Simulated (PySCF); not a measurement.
**RuO(OH)₂, broken-symmetry Ms = 0: data card**

Level of theory: UPBE0/[Ru def2-TZVP with ECP28, O def2-TZVP, H def2-TZVP], scalar-relativistic core potentials, density fitting, no spin–orbit coupling, PySCF.

The structure is a minimum.

Coordinates in bohr (charge 0 multiplicity 1):
```
Ru    0.1276   -0.0205   -0.0134
O     3.1220   -0.5012   -0.3284
O    -1.2920    2.9599    1.1216
O    -2.3444   -2.3761   -0.7391
H    -1.8412    4.0570   -0.2313
H    -2.9198   -3.2927    0.7321
```

- Point group: C2
- Bond lengths: O–H 0.966 Å (×2), Ru–O 1.613 Å, Ru–O 1.847 Å (×2)
- Bond angles: H–O–Ru 113.2° (×2), O–Ru–O 110.8°, O–Ru–O 124.6° (×2)
- Spin squared ⟨S²⟩: 0.172
- Enthalpy at 298.15 K above 0 K: 17.09 kJ/mol
- Heat capacity Cp at 298.15 K: 82.0 J/(mol K)
- Lowest empty level (α): -3.76 eV
- Atomisation energy without zero-point energy: 2013 kJ/mol
- Rotational symmetry number: 2
- Entropy at 298.15 K and 1 bar: 313.0 J/(mol K)
- Principal quadrupole moments (Buckingham, traceless) about the centre of mass: -8.28, -2.27, 10.56 D Å
- Zero-point energy: 78.1 kJ/mol
- Rotational constants: 0.2076, 0.2058, 0.1052 cm⁻¹
- Principal polarisabilities: 37.2, 48.6, 52.2 bohr³
- Dipole moment: 1.14 D
- Highest occupied level (β): -7.17 eV

Harmonic modes (masses in u: Ru 101.904, O 15.995, H 1.008):
```json
{"ω (cm⁻¹)": "138", "IR (km/mol)": "5.5", "μ (u)": "13.21"}
{"ω (cm⁻¹)": "186", "IR (km/mol)": "0.3", "μ (u)": "4.72"}
{"ω (cm⁻¹)": "220", "IR (km/mol)": "9.6", "μ (u)": "8.06"}
{"ω (cm⁻¹)": "423", "IR (km/mol)": "145", "μ (u)": "1.20"}
{"ω (cm⁻¹)": "471", "IR (km/mol)": "81.9", "μ (u)": "1.15"}
{"ω (cm⁻¹)": "692", "IR (km/mol)": "228", "μ (u)": "15.14"}
{"ω (cm⁻¹)": "697", "IR (km/mol)": "45.1", "μ (u)": "6.07"}
{"ω (cm⁻¹)": "774", "IR (km/mol)": "134", "μ (u)": "1.09"}
{"ω (cm⁻¹)": "818", "IR (km/mol)": "66.6", "μ (u)": "1.19"}
{"ω (cm⁻¹)": "1051", "IR (km/mol)": "251", "μ (u)": "17.62"}
{"ω (cm⁻¹)": "3788", "IR (km/mol)": "158", "μ (u)": "1.06"}
{"ω (cm⁻¹)": "3792", "IR (km/mol)": "49.8", "μ (u)": "1.07"}
```

Charges (e):
| atom | Mulliken | Löwdin | polar tensor | spin (Mulliken) | Mayer order to Ru1 |
| --- | --- | --- | --- | --- | --- |
| Ru1 | 1.26 | 0.54 | 1.73 | 0.00 | – |
| O2 | -0.53 | -0.20 | -0.76 | 0.00 | 1.99 |
| O3 | -0.71 | -0.33 | -0.78 | -0.01 | 0.87 |
| O4 | -0.71 | -0.33 | -0.78 | 0.01 | 0.87 |
| H5 | 0.35 | 0.17 | 0.29 | -0.01 | 0.02 |
| H6 | 0.35 | 0.17 | 0.29 | 0.01 | 0.02 |
Other Mayer orders above 0.3: O–H 0.87 (×2).

Mulliken populations on Ru1 (electrons outside its core potential): s 2.43, p 6.16, d 6.12, f 0.03.

Outer orbital energies (eV). α occupied: -12.82, -12.00, -11.45, -10.26, -10.11, -9.59, -7.68, -7.17; empty: -3.76, -2.04, -1.68, 0.14. β occupied: -12.82, -12.00, -11.45, -10.26, -10.11, -9.59, -7.68, -7.17; empty: -3.76, -2.04, -1.68, 0.14.

The spin densities have lower symmetry than the nuclear frame, so modes carry no symmetry labels. Only a few start shapes were tried, so a lower isomer may exist. At this level a triplet minimum of C2 symmetry lies 16 kJ/mol below this structure.

The final relaxation and frequency run took 8 min on 4 threads of a shared Intel Xeon Platinum 8259CL @ 2.50GHz (Skylake/Cascade Lake) host, with 145 basis functions and 34 gradients; the process peaked at 2.4 GiB.
